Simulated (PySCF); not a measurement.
Compound: C3H12NOPSi2.
SMILES with atom numbers: `[CH3:1][N:2]([CH3:3])[C:4](=[O:5])[SiH2:6][SiH2:7][PH2:8]` (hydrogens: H9, H10, H11 on C1; H12, H13, H14 on C3; H15, H16 on Si6; H17, H18 on Si7; H19, H20 on P8)

Theory: PySCF, PBE0-D3(BJ)/def2-SVP geometry optimisation, gas phase.

Problem. Give the optimised bond lengths and angles.

Solution. 
| bond | length (Å) |
| --- | --- |
| C1–N2 | 1.443 |
| N2–C3 | 1.436 |
| N2–C4 | 1.361 |
| C4=O5 | 1.224 |
| C4–Si6 | 1.939 |
| Si6–Si7 | 2.338 |
| Si7–P8 | 2.275 |
| C1–H9, C1–H10, C1–H11 | 1.101 |
| C3–H12, C3–H13, C3–H14 | 1.102 |
| Si6–H15, Si6–H16 | 1.499 |
| Si7–H17, Si7–H18 | 1.493 |
| P8–H19, P8–H20 | 1.430 |

Bonds in one row agree within 0.01 Å and their mean is given. A selection of angles:
| angle | degrees |
| --- | --- |
| N2–C1–H9 | 108.1 |
| N2–C1–H10 | 110.8 |
| H9–C1–H10 | 109.4 |
| H10–C1–H11 | 108.3 |
| C1–N2–C3 | 117.0 |
| C1–N2–C4 | 119.5 |
| C3–N2–C4 | 123.5 |
| N2–C3–H12 | 110.6 |
| H12–C3–H13 | 107.7 |
| N2–C4–O5 | 122.7 |
| N2–C4–Si6 | 122.2 |
| O5–C4–Si6 | 115.0 |
| C4–Si6–Si7 | 101.4 |
| C4–Si6–H15 | 112.3 |
| Si7–Si6–H15 | 112.6 |
| Si7–Si6–H16 | 112.4 |
| H15–Si6–H16 | 106.9 |
| Si6–Si7–P8 | 108.1 |
| Si6–Si7–H17 | 109.0 |
| P8–Si7–H17 | 107.0 |
| P8–Si7–H18 | 112.8 |
| H17–Si7–H18 | 110.1 |
| Si7–P8–H19 | 93.8 |
| Si7–P8–H20 | 94.7 |
| H19–P8–H20 | 93.5 |

Dihedral angles: C1–N2–C4–O5 1° (synperiplanar); N2–C4–Si6–Si7 179° (antiperiplanar); C4–Si6–Si7–P8 -175° (antiperiplanar). The mirror-image conformer, all signs reversed, is as good.

Si6 (SiH2 silicon) is distorted tetrahedral (angles from 101.4° to 112.6°). Si7 (SiH2 silicon) is tetrahedral (angles from 107.0° to 112.8°). Of the pairs four or more bonds apart, Si6···H12 is among the closest relative to their van der Waals radii: 2.59 Å, 78 % of the sum of Bondi's values. P8 (three-coordinate phosphorus) is pyramidal (angles 94.7°, 93.8° and 93.5°, sum 282.1°, 0.86 Å off the plane of its three neighbours). The 3 C–N bonds span 1.361 Å (N2–C4, drawn single) to 1.443 Å (C1–N2, drawn single), a spread of 0.082 Å. N2 (nitrogen bound to a carbonyl carbon) is planar (angles 123.5°, 119.5° and 117.0°, sum 360.0°, 0.01 Å off the plane of its three neighbours).

No frequency check. The numbers are those of one conformer (C1–N2–C4–O5 1°, N2–C4–Si6–Si7 179°, C4–Si6–Si7–P8 -175°, Si6–Si7–P8–H -73° and -167°).
